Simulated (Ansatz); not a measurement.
Program: Ansatz. Geometries: PBE0-D4/def2-TZVP. ΔE: electronic, gas phase. CCSD(T)/CBS adds triple-zeta CCSD(T) − MP2 to the extrapolated MP2 energy (def2 sets, frozen cores). DFT in def2-TZVPP. B3LYP here is the variant with VWN-RPA as its local correlation; programs differ in this. For Se outer-core shells are correlated without core-valence functions, which leaves a few kJ/mol of doubt a bond. Scalar relativity is left out up to krypton. One conformer a species, not always the lowest.

Reaction (isomerisation): `C[SiH]([SiH3])[SeH]` → `[SiH3]C[SiH2][SeH]`

Question: Is it downhill or uphill in electronic energy at CCSD(T)/CBS, and by how much? (An estimate is asked.)

Answer: The calculation gave: Nearly level: ΔE = -1.1 kJ/mol.

Question: What do these levels give: ωB97M-V, B3LYP, HF/def2-QZVPP, MP2/def2-QZVPP, SCS-MP2/def2-QZVPP, HF/CBS(def2)? (Best estimate.)

Answer: Ansatz gave: ωB97M-V -5.5, B3LYP 5.0, HF/def2-QZVPP -5.4, MP2/def2-QZVPP -6.9, SCS-MP2/def2-QZVPP -7.0, HF/CBS(def2) -5.5 kJ/mol.

Largest T1 diagnostic among the species: 0.010.

From PBE to PBE0 (25 % exact exchange), in def2-TZVPP and without D4, ΔE moves by −4.3 kJ/mol.
